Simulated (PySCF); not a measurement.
Ge(H)2(Me)(OMe) (C2H8GeO), SMILES C[O][GeH2][CH3].

Geometry: PBE-D3(BJ)/def2-SVP. The structure was generated by enumeration, and PubChem lists no compound with its InChIKey, so it may never have been made. One conformer was computed; it need not be the lowest.

Two levels are set side by side: TDA-PBE/def2-SVPD (PySCF) and TDA-B3LYP/def2-SVPD (PySCF). Vertical, same geometry. The lowest singlet is HOMO→LUMO 98 % with PBE and HOMO→LUMO 86 % with the other functional; states are paired by order. Differences are taken from unrounded values.

| quantity | TDA-B3LYP | TDA-PBE | TDA-PBE minus TDA-B3LYP |
|---|---|---|---|
| lowest singlet excitation (eV) | 6.42 | 5.77 | -0.65 |
| lowest triplet excitation (TDA) (eV) | 6.06 | 5.50 | -0.57 |
| first bright state (f over 0.05) (eV) | 7.89 | 7.17 | -0.71 |
| its oscillator strength | 0.08 | 0.07 | -0.01 |

Functionals without exact exchange tend to place singlet excitations lower, as here. Differences between two approximate levels are no errors against the true value.

Rough cost on one machine, each run with all the roots and properties that it gave: TDA-B3LYP against TDA-PBE within a factor of 2.
